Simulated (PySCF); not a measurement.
## Gd⁺: excitation energy

Gd⁺ [Xe] 4f7 5d1 6s1 (10D) → Gd⁺ [Xe] 4f8 5d1 (high-spin determinant), as a difference of total energies. All numbers are calculated (PySCF 2.14, the spin-free X2C one-electron Hamiltonian (Gaussian nucleus), in cc-pVDZ-X2C (8s7p5d3f1g, 84 functions)). Correlated levels: valence: [Kr] 4d10 frozen; valence and next inner shell: [Ar] 3d10 frozen. The calculations carry no spin-orbit coupling.

```csv
method,excitation energy (eV)
UHF,5.750
MP2 (valence),3.227
SCS-MP2 (valence),3.284
MP2 (valence and next inner shell),2.950
SCS-MP2 (valence and next inner shell),3.073
```

Q: How much does correlation contribute at MP2 (valence and next inner shell)?

A: 2.950 − (5.750) = -2.800 eV, measured against UHF.

The determinant of the upper state mixes LS terms, which raises its energy above the lowest term, most at the Hartree-Fock and MP2 levels.
